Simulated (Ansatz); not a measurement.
Consider the hydrogen abstraction from the Si–H bond: `N[SiH](F)F` + `[CH3]`• → `N[Si](F)F`• + CH₄.

Computed with Ansatz on PBE0-D4/def2-TZVP structures; ΔE is electronic, products minus reactants. CCSD(T)/CBS is extrapolated from def2-TZVPP and def2-QZVPP, frozen cores. Functionals use def2-TZVPP. No spin–orbit coupling; open shells (•) take unrestricted orbitals. Each species was taken in one conformer, which may not be the lowest.

```csv
level,ΔE (kJ/mol)
r2SCAN-D4,-44.5
r2SCAN,-44.6
```

What does CCSD(T)/CBS give? (Best estimate.)

Computed: -37.9 kJ/mol. The listed levels differ from it by -6.6, -6.7 kJ/mol.

Largest T1 diagnostic among the species: 0.014.

From BLYP to BHLYP (50 % exact exchange), in def2-TZVPP and without D4, ΔE moves by +25.9 kJ/mol. In def2-TZVPP, CCSD(T) changes the Hartree–Fock value by −30.0 kJ/mol (the triples alone add −4.9 kJ/mol) and MP2 by −38.5 kJ/mol. Leaving LDA and LC-ωPBE aside and taking each functional with its dispersion term where it has one, the values, not all of them listed here, spread over 34.9 kJ/mol, from PBE-D4 to BHLYP-D4. LDA lies −12.6 kJ/mol from PBE without D4.
